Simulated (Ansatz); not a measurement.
`C[SiH2][B]([AlH2])[SiH3]`, relaxed with RKS PBE0-D4/def2-TZVP in Ansatz from a PBE-D4/def2-SVP geometry. The force threshold is 0.005 eV/Å; the program also tests the step.

Charge 0, multiplicity 1.

Start:

```xyz
15

C     0.192   -1.986    1.130
Si   -0.455   -1.299   -0.534
B     0.086    0.639   -0.502
Al    1.882    1.298   -1.347
Si   -1.205    1.823    0.474
H    -0.062   -3.063    1.204
H    -0.275   -1.455    1.983
H     1.292   -1.880    1.209
H     0.139   -2.114   -1.658
H    -1.954   -1.489   -0.591
H     1.942    1.947   -2.817
H     3.258    1.131   -0.528
H    -2.034    1.120    1.523
H    -0.652    3.085    1.088
H    -2.153    2.243   -0.633
```

```json
{"step": "1", "energy (eV)": "-24216.1229", "largest force (eV/Å)": "0.492", "largest move (Å)": "0.000"}
{"step": "2", "energy (eV)": "-24216.1608", "largest force (eV/Å)": "0.134", "largest move (Å)": "0.032"}
{"step": "3", "energy (eV)": "-24216.1638", "largest force (eV/Å)": "0.038", "largest move (Å)": "0.010"}
{"step": "4", "energy (eV)": "-24216.1640", "largest force (eV/Å)": "0.011", "largest move (Å)": "0.005"}
{"step": "5", "energy (eV)": "-24216.1640", "largest force (eV/Å)": "0.021", "largest move (Å)": "0.013"}
{"step": "6", "energy (eV)": "-24216.1641", "largest force (eV/Å)": "0.019", "largest move (Å)": "0.017"}
{"step": "7 (rejected)", "energy (eV)": "-24216.1641", "largest force (eV/Å)": "0.022", "largest move (Å)": "0.025"}
{"step": "8", "energy (eV)": "-24216.1642", "largest force (eV/Å)": "0.006", "largest move (Å)": "0.013"}
{"step": "9", "energy (eV)": "-24216.1642", "largest force (eV/Å)": "0.008", "largest move (Å)": "0.010"}
{"step": "10", "energy (eV)": "-24216.1642", "largest force (eV/Å)": "0.006", "largest move (Å)": "0.009"}
{"step": "11", "energy (eV)": "-24216.1642", "largest force (eV/Å)": "0.003", "largest move (Å)": "0.008"}
```

End:

```xyz
15

C     0.170   -1.998    1.130
Si   -0.438   -1.299   -0.513
B     0.098    0.632   -0.485
Al    1.873    1.311   -1.353
Si   -1.193    1.817    0.470
H    -0.081   -3.059    1.195
H    -0.301   -1.483    1.970
H     1.253   -1.897    1.228
H     0.161   -2.090   -1.629
H    -1.918   -1.468   -0.610
H     1.889    1.918   -2.824
H     3.240    1.199   -0.542
H    -2.003    1.129    1.516
H    -0.628    3.057    1.075
H    -2.122    2.232   -0.628
```

Run time 55 s (4 threads of an Arm Neoverse V2 on a shared host); peak host memory 0.75 GiB.
